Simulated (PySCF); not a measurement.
**Dipole response of Xe (xenon, neutral)**

[Xe], closed-shell 1S. Calculation: PySCF 2.14, in ANO-RCC-VTZP; scalar relativity by spin-free X2C-1e. Coupled (time-dependent) response in atomic units; α is the mean over directions. The basis has no added diffuse functions, which lowers α and C₆.

```csv
method,mean α (bohr³),C₆ (like pair),S(−4)
UHF,16.18,169.9,24.40
PBE,16.65,175.6,26.79
PBE0,16.50,173.4,26.13
CAM-B3LYP,16.33,171.4,25.46
```

S(−4) is the Cauchy moment in α(ω) = α(0) + S(−4) ω² + …

Reference α: 27.32 ± 0.2 bohr³ (recommended; Schwerdtfeger and Nagle, table of static dipole polarizabilities (2023 update)). Published C₆: 302.0 (Gould and Bucko (2016)).

α(iu) at PBE0:

| u (hartree) | α(iu) (bohr³) |
| --- | --- |
| 0 | 16.50 |
| 0.0500 | 16.44 |
| 0.100 | 16.25 |
| 0.200 | 15.53 |
| 0.300 | 14.47 |
| 0.500 | 11.94 |
| 0.750 | 9.004 |
| 1.00 | 6.806 |
| 1.50 | 4.185 |
| 2.00 | 2.847 |
| 3.00 | 1.604 |
| 5.00 | 0.7392 |

A single London oscillator, α(iu) = α/(1 + u²/ω²), gives C₆ = (3/4) ω α². Matching the computed C₆ needs ω = 4 × 173.4 / (3 × 16.50²) = 0.849 hartree.
